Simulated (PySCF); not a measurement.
# How methods differ on the excitation energy of Sc⁺

Sc⁺ [Ar] 3d1 4s1 (3D) → Sc⁺ [Ar] 4s1 5s1 (3S), as a difference of total energies. Computed with PySCF 2.14 in x2c-TZVPPall with one added diffuse shell each of s, p, d, f type (7s6p5d3f1g, 80 functions), with the spin-free X2C one-electron Hamiltonian (Gaussian nucleus). Correlated levels: valence and next inner shell: [Ne] frozen. The calculations carry no spin-orbit coupling.

| method | excitation energy (cm⁻¹) |
| --- | --- |
| UHF | 74495 |
| MP2 (valence and next inner shell) | 74246 |
| SCS-MP2 (valence and next inner shell) | 74532 |
| CCSD (valence and next inner shell) | 74750 |
| CCSD(T) (valence and next inner shell) | 70676 |

The promoted electron is Rydberg-like, and one or two diffuse shells describe it only roughly, which tends to raise the upper state.

The coupled-cluster amplitudes are large for the upper state (T1 above 0.03 or a double amplitude above 0.15), so a single reference is strained.
